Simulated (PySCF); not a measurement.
PbI₂, SMILES [I][Pb][I] (connectivity only; charge and spin as stated), neutral, multiplicity 1. Atoms are numbered in the order given.

```xyz
3

Pb     0.0000     0.0000     1.0131
I      0.0000     2.1816    -0.7838
I      0.0000    -2.1816    -0.7838
```

Geometry: PBE0-D3(BJ)/def2-SVP. The isomer is the one that the SMILES or the coordinates give; other isomers of the formula were not compared. The def2 effective core potentials stand for the cores of I, Pb; spin–orbit coupling is left out.

Method: B3LYP/def2-TZVPD (PySCF).

Symmetry labels are those of the subgroup C2v that the program uses (full group C2v).

Problem. List the valence orbital energies around the gap with their symmetry. (The exact figures need the calculation; the answer reports its results.)

Solution. 
| orbital | symmetry | energy (eV) |
|---|---|---|
| HOMO−7 | B2 | -18.35 |
| HOMO−6 | A1 | -14.13 |
| HOMO−5 | B2 | -8.54 |
| HOMO−4 | A1 | -7.98 |
| HOMO−3 | B1 | -7.69 |
| HOMO−2 | A2 | -7.25 |
| HOMO−1 | A1 | -7.08 |
| HOMO | B2 | -7.01 |
| LUMO | B1 | -3.54 |
| LUMO+1 | A1 | -2.00 |
| LUMO+2 | B2 | -1.53 |
| LUMO+3 | A1 | -0.20 |
